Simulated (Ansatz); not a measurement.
`OB/C=[N]/[GeH3]` + CH₃OH → `COBO` + `C=[N][GeH3]`  (ligand exchange at a B–C bond)

Isolated molecules relaxed with PBE0-D4/def2-TZVP in Ansatz; ΔE leaves out vibrations. CCSD(T)/CBS adds triple-zeta CCSD(T) − MP2 to the extrapolated MP2 energy (def2 sets, frozen cores). This one scheme is used for every species. DFT in def2-TZVPP. B3LYP here is the variant with VWN-RPA as its local correlation; programs differ in this. For Ge outer-core shells are correlated without core-valence functions, which leaves a few kJ/mol of doubt a bond. Scalar relativity is left out up to krypton. Each species was taken in one conformer, which may not be the lowest.

`OB/C=[N]/[GeH3]`:

```xyz
11

O     2.647   -1.050    0.639
B     1.896   -0.238   -0.137
C     0.349   -0.203    0.158
N    -0.410    0.543   -0.538
Ge   -2.242    0.583   -0.186
H     3.582   -1.035    0.419
H     2.379    0.425   -1.010
H    -0.041   -0.840    0.977
H    -2.582   -0.368    0.985
H    -2.612    2.032    0.162
H    -2.967    0.152   -1.468
```

CH₃OH:

Cartesian coordinates in Å:
```
C -0.102 -0.334 0.070
O 0.008 0.861 -0.669
H -0.704 -1.023 -0.523
H -0.606 -0.185 1.033
H 0.872 -0.804 0.253
H 0.533 1.484 -0.164
```

`COBO`:

Z-matrix (Å, degrees):
```
C
O 1 1.410
H 1 1.094 2 111.5
H 1 1.092 2 109.2 3 -120.6
H 1 1.092 2 109.3 3 120.6
B 2 1.356 1 121.7 3 -1.0
O 6 1.356 2 119.6 1 -179.9
H 6 1.199 2 121.8 1 0.2
H 7 0.962 6 112.1 2 0.0
```

`C=[N][GeH3]`:

Cartesian coordinates in Å:
```
C 0.329 -0.690 -1.324
N -0.294 -0.883 -0.249
Ge -0.306 0.451 1.051
H 0.887 0.226 -1.578
H 0.339 -1.472 -2.093
H 0.511 1.672 0.569
H 0.306 -0.144 2.326
H -1.770 0.840 1.298
```

Task: Is it downhill or uphill in electronic energy at CCSD(T)/CBS, and by how much? (Estimate.)

Result: Computed: Downhill: ΔE = -1.38 eV.

Task: What do these levels give: PBE-D4, ωB97X-V, ωB97M-V, PBE, B3LYP, HF/def2-TZVPP, SCS-MP2/def2-TZVPP, CCSD/def2-TZVPP, CCSD(T)/def2-TZVPP, MP2/def2-QZVPP, SCS-MP2/def2-QZVPP, HF/CBS(def2)? (Best estimate.)

Result: Ansatz gave: PBE-D4 -1.34, ωB97X-V -1.41, ωB97M-V -1.42, PBE -1.35, B3LYP -1.43, HF/def2-TZVPP -1.51, SCS-MP2/def2-TZVPP -1.42, CCSD/def2-TZVPP -1.41, CCSD(T)/def2-TZVPP -1.40, MP2/def2-QZVPP -1.41, SCS-MP2/def2-QZVPP -1.41, HF/CBS(def2) -1.51 eV.

Largest T1 diagnostic among the species: 0.014.

In def2-TZVPP, CCSD(T) changes the Hartree–Fock value by +0.11 eV (the triples alone add +0.01 eV) and MP2 by +0.09 eV. From PBE to PBE0 (25 % exact exchange), in def2-TZVPP and without D4, ΔE moves by −0.03 eV.
